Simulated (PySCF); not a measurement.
# Two-component Hartree-Fock for Tl⁺ (thallium, charge +1)

Start: [Xe] 4f14 5d10 6s2. Calculated with PySCF 2.14 in x2c-TZVPPall-2c with one added diffuse shell each of s, p, d, f type (12s12p10d4f, 126 functions): generalised Hartree-Fock with the X2C-1e Hamiltonian and a Gaussian nucleus; spin-orbit coupling (SO) screened by Boettger's factors.

```tsv
spinor shell	electrons	ε, screened SO (eV)	weight of nominal j (screened SO)	rms radius, screened SO (bohr)
1s1/2	2	-85987.7	1.000	0.0184
2s1/2	2	-15468.4	1.000	0.0743
2p1/2	2	-14824.3	1.000	0.0628
2p3/2	4	-12753.5	1.000	0.0710
3s1/2	2	-3768.5	1.000	0.189
3p1/2	2	-3478.9	1.000	0.181
3p3/2	4	-3012.0	1.000	0.197
3d3/2	4	-2539.9	1.000	0.173
3d5/2	6	-2440.7	1.000	0.178
4s1/2	2	-885.09	1.000	0.416
4p1/2	2	-759.25	1.000	0.420
4p3/2	4	-644.15	1.000	0.454
4d3/2	4	-438.65	1.000	0.465
4d5/2	6	-416.56	1.000	0.476
5s1/2	2	-160.06	1.000	0.942
4f5/2	6	-148.53	1.000	0.509
4f7/2	8	-143.97	1.000	0.511
5p1/2	2	-115.69	1.000	1.02
5d3/2	4	-31.725	1.000	1.44
5d5/2	6	-29.223	1.000	1.50
6s1/2	2	-18.783	1.000	2.64
```

Task: Where does 5p3/2 lie, and what is the 5p spin-orbit splitting (screened SO)?

Result: At -94.784 eV, 20.904 eV above 5p1/2.

```tsv
quantity	screened SO
E (hartree)	-20264.93272
M_J	0
⟨J²⟩	0.000
⟨L²⟩	0.193
⟨S²⟩	0.193
```

Breit and QED terms are absent; they matter most for the inner s and p1/2 levels.

Densities and radii are taken from the X2C orbitals without a picture-change correction, which distorts them close to the nucleus.
